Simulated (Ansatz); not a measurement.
Compare A (`NC(F)([SiH3])[SiH3]`) with its isomer B (`N[SiH](F)C[SiH3]`).

Program: Ansatz. Geometries: PBE0-D4/def2-TZVP. ΔE: electronic, gas phase. CCSD(T)/CBS adds triple-zeta CCSD(T) − MP2 to the extrapolated MP2 energy (def2 sets, frozen cores). DFT in def2-TZVPP. B3LYP here is the variant with VWN-RPA as its local correlation; programs differ in this. Each species was taken in one conformer, which may not be the lowest.

Q: Which is lower in electronic energy at CCSD(T)/CBS, and by how much? (Estimate.)

A: Computed: B, by 92.7 kcal/mol.

Q: Give E(B) − E(A) in kcal/mol with HF/def2-TZVPP, CCSD/def2-TZVPP, r2SCAN-D4, PBE0-D4, B3LYP, PBE-D4, MP2/def2-TZVPP. (Estimate.)

A: The calculation gave: HF/def2-TZVPP -95.1, CCSD/def2-TZVPP -92.6, r2SCAN-D4 -89.8, PBE0-D4 -88.0, B3LYP -88.4, PBE-D4 -83.4, MP2/def2-TZVPP -95.4. None reverses the order clearly.

Largest T1 diagnostic: 0.013.

From PBE to PBE0 (25 % exact exchange), in def2-TZVPP and without D4, E(B) − E(A) moves by −4.6 kcal/mol.
